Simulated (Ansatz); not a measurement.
Relaxation of Al₅As₄H₁₆, a cluster cut from zinc blende AlAs (hydrogen-capped) (charge 0, doublet) with UKS PBE-D4/def2-SVP in Ansatz.

Positions (Å) and forces (eV/Å) at steps 12, 13, 14, 15, 16, 18, 19, 20, 21, 22, 23, 24 of 52:

```xyz
25
step=12 energy=-276517.2173 eV
Al    0.410   -3.119   -0.135    0.041   -0.018    0.027
Al    0.052   -0.044   -3.239   -0.018   -0.049    0.042
Al   -2.501   -0.223    0.107   -0.091   -0.057    0.139
Al   -0.046   -0.083    3.124    0.065    0.089    0.052
Al    0.447    3.117   -0.011    0.050    0.030   -0.036
As   -0.955   -1.410   -1.369   -0.029   -0.026   -0.169
As    1.344   -1.567    1.665    0.087    0.013   -0.024
As    1.369    1.535   -1.745    0.015    0.006   -0.025
As   -0.957    1.474    1.303   -0.098    0.076    0.033
H     1.635   -3.636   -1.026   -0.005    0.016    0.007
H    -0.575   -4.072    0.695    0.012    0.002    0.008
H     1.085   -0.961   -4.048    0.004    0.020   -0.012
H    -1.080    0.870   -3.910    0.010    0.004    0.001
H    -3.472   -1.103    1.026    0.035    0.077   -0.036
H    -2.983    1.276   -0.394    0.050   -0.006    0.003
H    -1.167   -0.945    3.856   -0.037   -0.015    0.005
H     0.828    1.091    3.834   -0.059   -0.087   -0.046
H    -0.566    4.106   -0.756   -0.005    0.005    0.005
H     1.621    3.593    0.975   -0.031   -0.025    0.006
H    -1.951   -2.346   -2.068    0.047    0.067    0.046
H     2.180   -2.403    2.631   -0.009    0.024   -0.017
H     2.482   -0.690    1.140   -0.051   -0.058    0.015
H     2.220    2.427   -2.646   -0.010   -0.022    0.014
H     2.528    0.777   -1.104   -0.005   -0.004   -0.004
H    -1.946    2.338    2.094    0.033   -0.063   -0.032
25
step=13 energy=-276517.1130 eV rejected
Al    0.421   -3.072   -0.062    0.024    0.078   -0.334
Al    0.012   -0.124   -3.268    0.201    0.540   -0.113
Al   -2.445   -0.246    0.180   -0.034    0.125   -0.228
Al   -0.039   -0.035    3.189   -0.139   -0.187   -0.054
Al    0.488    3.096   -0.096   -0.322   -0.151    0.560
As   -0.972   -1.411   -1.409   -0.195   -0.302    0.432
As    1.372   -1.489    1.676    0.002    0.059    0.019
As    1.365    1.477   -1.774   -0.001   -0.166   -0.135
As   -0.962    1.487    1.340    0.038    0.048   -0.283
H     1.611   -3.488   -1.061   -0.008   -0.084    0.144
H    -0.533   -4.052    0.774    0.026    0.018   -0.026
H     1.082   -0.927   -4.138   -0.010   -0.123    0.016
H    -1.022    0.926   -3.898   -0.093   -0.094   -0.028
H    -3.572   -1.018    0.987    0.020   -0.080    0.062
H    -2.811    1.281   -0.386    0.065    0.030    0.070
H    -1.188   -1.006    3.771    0.145    0.130   -0.025
H     0.816    1.055    4.006    0.000   -0.018    0.037
H    -0.622    4.053   -0.749    0.187    0.034   -0.041
H     1.552    3.437    1.069    0.019    0.113   -0.227
H    -1.998   -2.324   -2.085    0.030   -0.034    0.057
H     2.242   -2.338    2.598    0.003    0.034   -0.014
H     2.491   -0.650    1.061   -0.034   -0.020    0.059
H     2.236    2.359   -2.665    0.021   -0.049   -0.026
H     2.500    0.695   -1.118    0.032    0.076    0.043
H    -2.023    2.318    2.057    0.023    0.024    0.036
25
step=14 energy=-276517.2299 eV
Al    0.426   -3.106   -0.132    0.017    0.001    0.015
Al    0.038   -0.057   -3.240    0.018    0.047    0.008
Al   -2.495   -0.239    0.134    0.018    0.003    0.006
Al   -0.059   -0.076    3.124    0.051    0.031    0.025
Al    0.452    3.112   -0.025   -0.017    0.009    0.030
As   -0.968   -1.415   -1.380   -0.051   -0.078    0.006
As    1.352   -1.544    1.657    0.026    0.000   -0.015
As    1.368    1.516   -1.744    0.002   -0.012   -0.028
As   -0.977    1.480    1.300   -0.015    0.053   -0.001
H     1.654   -3.607   -1.027   -0.005    0.004   -0.007
H    -0.541   -4.067    0.711    0.002   -0.001   -0.009
H     1.078   -0.948   -4.065    0.007   -0.024   -0.009
H    -1.080    0.874   -3.905   -0.013    0.009   -0.003
H    -3.506   -1.063    1.045   -0.008    0.009   -0.002
H    -2.893    1.289   -0.371    0.011    0.002   -0.002
H    -1.197   -0.956    3.816   -0.009   -0.007   -0.018
H     0.817    1.058    3.873   -0.027   -0.030   -0.007
H    -0.553    4.112   -0.766    0.009   -0.001   -0.005
H     1.612    3.562    0.987   -0.007   -0.006    0.002
H    -1.975   -2.344   -2.065    0.033    0.020    0.016
H     2.195   -2.375    2.620   -0.009    0.010   -0.014
H     2.488   -0.680    1.114   -0.029   -0.006    0.021
H     2.226    2.395   -2.651   -0.011   -0.010    0.010
H     2.524    0.759   -1.097   -0.012   -0.005   -0.001
H    -1.985    2.319    2.087    0.017   -0.016   -0.019
25
step=15 energy=-276517.2336 eV
Al    0.441   -3.110   -0.130   -0.015    0.016   -0.027
Al    0.028   -0.065   -3.231    0.007    0.045   -0.002
Al   -2.479   -0.244    0.146    0.008    0.005   -0.041
Al   -0.054   -0.063    3.120   -0.021   -0.029    0.011
Al    0.455    3.122   -0.023   -0.043   -0.019    0.038
As   -0.978   -1.436   -1.382   -0.019   -0.037    0.063
As    1.356   -1.529    1.645    0.000    0.006    0.009
As    1.356    1.505   -1.733    0.006   -0.009   -0.015
As   -0.985    1.494    1.298    0.027    0.028   -0.020
H     1.662   -3.595   -1.043    0.006   -0.001    0.005
H    -0.520   -4.079    0.710    0.014    0.002    0.001
H     1.063   -0.959   -4.059    0.012   -0.015   -0.010
H    -1.083    0.878   -3.894   -0.016    0.001   -0.004
H    -3.525   -1.034    1.045   -0.014    0.000    0.009
H    -2.835    1.297   -0.369    0.003   -0.002   -0.003
H    -1.207   -0.961    3.766    0.012    0.012   -0.013
H     0.814    1.044    3.906    0.003   -0.007    0.009
H    -0.535    4.128   -0.775    0.015    0.003   -0.001
H     1.605    3.550    1.007    0.010    0.007   -0.009
H    -1.985   -2.363   -2.065    0.005    0.002    0.008
H     2.202   -2.358    2.606    0.001    0.009   -0.002
H     2.486   -0.662    1.103    0.004   -0.002   -0.003
H     2.218    2.376   -2.643    0.001   -0.010    0.001
H     2.507    0.742   -1.082   -0.005    0.001   -0.001
H    -2.007    2.320    2.079   -0.002   -0.004   -0.004
25
step=16 energy=-276517.2357 eV
Al    0.452   -3.108   -0.133   -0.006    0.008   -0.008
Al    0.020   -0.066   -3.226   -0.002    0.023   -0.006
Al   -2.477   -0.242    0.147   -0.012    0.012   -0.029
Al   -0.056   -0.064    3.117   -0.028   -0.029   -0.002
Al    0.454    3.124   -0.019   -0.018   -0.013    0.015
As   -0.984   -1.445   -1.378    0.009   -0.014    0.050
As    1.360   -1.521    1.639   -0.009    0.001    0.007
As    1.350    1.499   -1.727    0.001    0.000   -0.004
As   -0.989    1.500    1.296    0.033    0.002   -0.006
H     1.675   -3.585   -1.047    0.002    0.002   -0.002
H    -0.494   -4.085    0.715    0.007   -0.002   -0.003
H     1.054   -0.961   -4.056    0.001   -0.005   -0.004
H    -1.095    0.876   -3.886   -0.007   -0.004    0.001
H    -3.545   -1.007    1.044   -0.003    0.002   -0.001
H    -2.808    1.303   -0.378    0.002   -0.006   -0.002
H    -1.220   -0.967    3.738    0.016    0.011   -0.012
H     0.812    1.023    3.926    0.004    0.004    0.013
H    -0.520    4.139   -0.779    0.006    0.001    0.003
H     1.609    3.546    1.009    0.008    0.005   -0.006
H    -1.991   -2.372   -2.058   -0.009   -0.009    0.000
H     2.208   -2.345    2.603    0.003    0.001    0.001
H     2.490   -0.655    1.096    0.010    0.013   -0.003
H     2.216    2.362   -2.640    0.004   -0.004   -0.001
H     2.497    0.732   -1.076   -0.004   -0.002   -0.002
H    -2.018    2.318    2.074   -0.010    0.004   -0.001
25
step=18 energy=-276517.2404 eV
Al    0.503   -3.097   -0.133    0.017   -0.014    0.021
Al   -0.026   -0.072   -3.212   -0.011   -0.028   -0.006
Al   -2.481   -0.214    0.131   -0.059    0.022    0.029
Al   -0.082   -0.085    3.115   -0.017    0.002   -0.004
Al    0.473    3.121   -0.006    0.044    0.012   -0.031
As   -0.994   -1.471   -1.346    0.036    0.031   -0.025
As    1.382   -1.497    1.639    0.001    0.001   -0.008
As    1.330    1.479   -1.725    0.000    0.011    0.014
As   -0.982    1.511    1.297    0.002   -0.039    0.032
H     1.726   -3.529   -1.072   -0.010    0.009    0.001
H    -0.392   -4.112    0.726    0.000    0.001   -0.013
H     0.997   -0.965   -4.063   -0.018    0.014    0.006
H    -1.161    0.864   -3.848    0.007   -0.011    0.009
H    -3.616   -0.911    1.008    0.036    0.022   -0.034
H    -2.731    1.342   -0.426    0.007   -0.034    0.010
H    -1.265   -1.016    3.653    0.012    0.010   -0.006
H     0.759    0.963    4.002   -0.018   -0.005   -0.008
H    -0.477    4.156   -0.770   -0.012    0.001    0.009
H     1.651    3.527    1.002   -0.005   -0.008   -0.001
H    -2.000   -2.404   -2.015   -0.016   -0.017   -0.005
H     2.241   -2.307    2.605    0.003   -0.004    0.004
H     2.500   -0.611    1.101    0.000    0.016    0.007
H     2.215    2.319   -2.640    0.001    0.002   -0.003
H     2.460    0.686   -1.074    0.002   -0.008   -0.004
H    -2.032    2.323    2.052    0.000    0.012    0.004
25
step=19 energy=-276517.2434 eV
Al    0.562   -3.076   -0.127    0.015   -0.028   -0.005
Al   -0.079   -0.082   -3.205   -0.025   -0.054    0.006
Al   -2.485   -0.177    0.113   -0.085    0.023    0.052
Al   -0.125   -0.119    3.121   -0.001    0.043    0.014
Al    0.507    3.107   -0.002    0.056    0.012   -0.015
As   -0.995   -1.486   -1.315    0.021    0.030   -0.047
As    1.410   -1.464    1.649    0.001   -0.007    0.014
As    1.315    1.451   -1.733    0.000    0.024   -0.004
As   -0.962    1.513    1.305   -0.036   -0.042    0.046
H     1.783   -3.453   -1.095   -0.024    0.014    0.021
H    -0.293   -4.136    0.721    0.021    0.028   -0.015
H     0.923   -0.967   -4.090   -0.018    0.023    0.010
H    -1.245    0.842   -3.805    0.027    0.000    0.010
H    -3.685   -0.817    0.953    0.083    0.041   -0.059
H    -2.656    1.383   -0.473    0.008   -0.062    0.026
H    -1.324   -1.079    3.578    0.048    0.026   -0.019
H     0.669    0.909    4.080   -0.049   -0.049   -0.042
H    -0.443    4.163   -0.736   -0.001   -0.006    0.000
H     1.708    3.489    0.990   -0.013   -0.012   -0.009
H    -2.001   -2.434   -1.964   -0.002   -0.009    0.004
H     2.281   -2.260    2.614    0.001   -0.001   -0.001
H     2.510   -0.545    1.124   -0.031    0.000    0.021
H     2.218    2.270   -2.651   -0.006   -0.001    0.003
H     2.429    0.630   -1.089   -0.007    0.000   -0.010
H    -2.022    2.337    2.037    0.017    0.007   -0.002
25
step=20 energy=-276517.2455 eV
Al    0.604   -3.057   -0.130    0.009   -0.039    0.025
Al   -0.117   -0.092   -3.208   -0.015    0.003   -0.016
Al   -2.491   -0.159    0.106   -0.081    0.016    0.064
Al   -0.157   -0.132    3.123   -0.009   -0.015    0.065
Al    0.540    3.086    0.004    0.031    0.031   -0.046
As   -0.997   -1.492   -1.298    0.014    0.015   -0.046
As    1.417   -1.459    1.674    0.027    0.074   -0.015
As    1.304    1.444   -1.761    0.017   -0.020    0.044
As   -0.960    1.516    1.312   -0.008   -0.036    0.037
H     1.828   -3.402   -1.107   -0.039    0.023    0.026
H    -0.227   -4.139    0.716    0.023    0.028   -0.035
H     0.876   -0.962   -4.117   -0.026    0.007    0.017
H    -1.286    0.845   -3.782    0.015   -0.019    0.006
H    -3.720   -0.774    0.924    0.099    0.044   -0.066
H    -2.623    1.401   -0.493    0.001   -0.061    0.026
H    -1.352   -1.123    3.531    0.047    0.060   -0.016
H     0.601    0.882    4.131   -0.060   -0.065   -0.073
H    -0.411    4.153   -0.715    0.005    0.003    0.010
H     1.759    3.454    0.980   -0.022   -0.025   -0.005
H    -2.002   -2.459   -1.925    0.015    0.010    0.008
H     2.304   -2.245    2.634   -0.015    0.010   -0.002
H     2.494   -0.501    1.168   -0.030   -0.033    0.015
H     2.218    2.253   -2.678   -0.024   -0.006    0.007
H     2.408    0.602   -1.124   -0.003    0.004   -0.016
H    -2.010    2.362    2.035    0.026   -0.011   -0.017
25
step=21 energy=-276517.2493 eV
Al    0.650   -3.023   -0.127    0.025   -0.012    0.012
Al   -0.173   -0.093   -3.233    0.041    0.029    0.016
Al   -2.479   -0.148    0.113   -0.060    0.010    0.005
Al   -0.219   -0.167    3.142    0.037    0.009    0.078
Al    0.582    3.065   -0.006    0.033   -0.036   -0.017
As   -0.983   -1.483   -1.292   -0.069   -0.050   -0.032
As    1.415   -1.430    1.703    0.062    0.068   -0.016
As    1.285    1.412   -1.784    0.053    0.013    0.010
As   -0.923    1.503    1.320   -0.065    0.048    0.034
H     1.881   -3.323   -1.111   -0.033    0.014    0.034
H    -0.152   -4.134    0.710    0.014    0.033   -0.047
H     0.803   -0.961   -4.161   -0.026    0.001    0.005
H    -1.334    0.867   -3.785    0.001   -0.036    0.018
H    -3.729   -0.754    0.900    0.083    0.027   -0.031
H    -2.592    1.407   -0.492   -0.006   -0.034    0.019
H    -1.417   -1.174    3.502    0.061    0.075   -0.036
H     0.496    0.845    4.186   -0.066   -0.086   -0.071
H    -0.357    4.159   -0.700    0.010   -0.017    0.023
H     1.815    3.388    0.969   -0.019   -0.009   -0.018
H    -1.983   -2.477   -1.888    0.027    0.030    0.027
H     2.314   -2.206    2.662   -0.016    0.011   -0.014
H     2.471   -0.434    1.219   -0.065   -0.057    0.037
H     2.194    2.223   -2.705   -0.014   -0.010    0.002
H     2.391    0.552   -1.173   -0.024    0.014   -0.019
H    -1.955    2.385    2.029    0.017   -0.036   -0.019
25
step=22 energy=-276517.2508 eV
Al    0.718   -2.942   -0.131   -0.038   -0.035   -0.057
Al   -0.228   -0.093   -3.251   -0.009   -0.043   -0.024
Al   -2.464   -0.126    0.110   -0.036   -0.070   -0.005
Al   -0.290   -0.201    3.167   -0.040    0.056    0.095
Al    0.654    2.992   -0.007   -0.036    0.002    0.093
As   -0.998   -1.491   -1.304   -0.040   -0.035    0.065
As    1.426   -1.366    1.737    0.046    0.076    0.007
As    1.305    1.370   -1.830    0.013   -0.060   -0.002
As   -0.912    1.501    1.353   -0.003    0.104   -0.059
H     1.966   -3.172   -1.114   -0.030    0.020    0.045
H    -0.064   -4.106    0.654    0.057    0.047   -0.015
H     0.683   -0.987   -4.220    0.004    0.036    0.003
H    -1.419    0.857   -3.754    0.042    0.008    0.017
H    -3.705   -0.742    0.891    0.001    0.005    0.008
H    -2.584    1.427   -0.480    0.002    0.010   -0.008
H    -1.525   -1.203    3.423    0.145    0.058   -0.033
H     0.339    0.795    4.283   -0.050   -0.122   -0.096
H    -0.272    4.134   -0.648    0.058   -0.040    0.005
H     1.903    3.248    0.971   -0.020   -0.003   -0.044
H    -1.994   -2.526   -1.845    0.089    0.104    0.053
H     2.330   -2.134    2.697   -0.009    0.008   -0.037
H     2.456   -0.320    1.294   -0.116   -0.102    0.057
H     2.192    2.186   -2.767   -0.018   -0.007    0.022
H     2.417    0.481   -1.267   -0.060    0.045   -0.035
H    -1.932    2.418    2.037    0.049   -0.060   -0.057
25
step=23 energy=-276517.2571 eV
Al    0.738   -2.924   -0.140   -0.025    0.020   -0.012
Al   -0.235   -0.108   -3.258   -0.035    0.030    0.022
Al   -2.500   -0.128    0.125    0.102   -0.052   -0.018
Al   -0.310   -0.184    3.162   -0.038   -0.046    0.096
Al    0.693    2.973    0.001   -0.067    0.007    0.045
As   -0.993   -1.461   -1.276   -0.099   -0.148   -0.007
As    1.412   -1.345    1.738    0.064    0.064    0.027
As    1.301    1.344   -1.830    0.049   -0.038   -0.047
As   -0.918    1.500    1.326   -0.037    0.121    0.029
H     2.005   -3.114   -1.108   -0.051    0.015    0.019
H    -0.022   -4.109    0.633    0.052    0.048   -0.021
H     0.667   -0.988   -4.249   -0.009    0.016    0.037
H    -1.425    0.855   -3.737    0.036    0.003   -0.003
H    -3.724   -0.751    0.923   -0.022   -0.008    0.006
H    -2.623    1.421   -0.467   -0.003    0.022   -0.009
H    -1.529   -1.215    3.378    0.105    0.076   -0.019
H     0.305    0.767    4.321   -0.057   -0.081   -0.123
H    -0.213    4.132   -0.638    0.066   -0.038    0.008
H     1.956    3.207    0.967   -0.045   -0.023   -0.027
H    -1.985   -2.504   -1.806    0.082    0.063    0.025
H     2.320   -2.122    2.686   -0.007    0.023   -0.003
H     2.435   -0.284    1.318   -0.081   -0.104    0.019
H     2.170    2.174   -2.771    0.005   -0.005    0.019
H     2.423    0.451   -1.295   -0.056    0.052   -0.027
H    -1.948    2.414    1.999    0.070   -0.014   -0.036
25
step=24 energy=-276517.2645 eV
Al    0.729   -2.924   -0.138    0.013    0.001   -0.002
Al   -0.240   -0.105   -3.248    0.025    0.040   -0.009
Al   -2.495   -0.140    0.136    0.046   -0.041   -0.025
Al   -0.312   -0.182    3.155   -0.004   -0.030    0.083
Al    0.683    2.973    0.000   -0.005    0.009    0.001
As   -1.002   -1.472   -1.277   -0.065   -0.078    0.000
As    1.408   -1.353    1.743    0.051    0.056   -0.015
As    1.300    1.352   -1.834    0.038   -0.042   -0.001
As   -0.929    1.512    1.327   -0.010    0.078    0.004
H     1.988   -3.105   -1.114   -0.032    0.007    0.014
H    -0.011   -4.114    0.645    0.024    0.032   -0.027
H     0.677   -0.984   -4.224   -0.025    0.001    0.019
H    -1.407    0.877   -3.746    0.008   -0.020    0.009
H    -3.716   -0.767    0.935   -0.022   -0.005    0.017
H    -2.631    1.407   -0.460   -0.007    0.024   -0.014
H    -1.517   -1.221    3.379    0.056    0.062   -0.019
H     0.310    0.770    4.303   -0.047   -0.050   -0.075
H    -0.187    4.145   -0.664    0.030   -0.036    0.033
H     1.945    3.191    0.969   -0.036   -0.011   -0.007
H    -1.987   -2.514   -1.817    0.049    0.052    0.027
H     2.316   -2.127    2.693   -0.017    0.013    0.000
H     2.435   -0.306    1.311   -0.053   -0.056    0.015
H     2.170    2.187   -2.769   -0.012   -0.010    0.008
H     2.424    0.464   -1.298   -0.042    0.033   -0.017
H    -1.950    2.435    1.997    0.037   -0.028   -0.021
```
